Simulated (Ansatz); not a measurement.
CH5NO2SW (`C[O][W]([NH2])(=[O])=[S]`). Charge 0, multiplicity 1. W: def2 effective core potential. The geometry is a stationary point of PBE0-D4/def2-TZVP. It is one conformer, not always the lowest.

```xyz
11

C    -0.116    1.366   -1.570
O    -0.042    1.041   -0.203
W     0.585   -0.331    0.883
N    -0.851   -1.522    1.389
O     1.208    0.353    2.311
S     2.059   -1.453   -0.195
H     0.655    0.836   -2.134
H    -1.101    1.094   -1.959
H     0.025    2.444   -1.682
H    -1.309   -1.479    2.287
H    -1.112   -2.349    0.874
```

Task: What is the dipole moment at r2SCAN/def2-TZVPP? (Best estimate.)

Result: Ansatz gave: 4.32 D, with components (-4.00, -0.34, -1.59) D in this frame, pointing from negative to positive charge.

Task: And with PBE, B3LYP, ωB97M-V? (Estimate.)

Result: The calculation gave: PBE 4.20 D, B3LYP 4.28 D, ωB97M-V 4.27 D.

Task: Give the Mulliken charges with r2SCAN, PBE, ωB97M-V in def2-TZVPP. (Best estimate.)

Result: Computed: 
```
atom  r2SCAN    PBE  ωB97M-V
  C1    0.03  -0.11    -0.15
  O2   -0.39  -0.31    -0.38
  W3    0.95   0.75     0.88
  N4   -0.48  -0.41    -0.40
  O5   -0.40  -0.33    -0.38
  S6   -0.31  -0.28    -0.25
  H7    0.08   0.11     0.12
  H8    0.07   0.11     0.12
  H9    0.07   0.11     0.13
 H10    0.19   0.18     0.15
 H11    0.19   0.18     0.15
```

B3LYP here is the variant with VWN-RPA as its local correlation; programs differ in this.
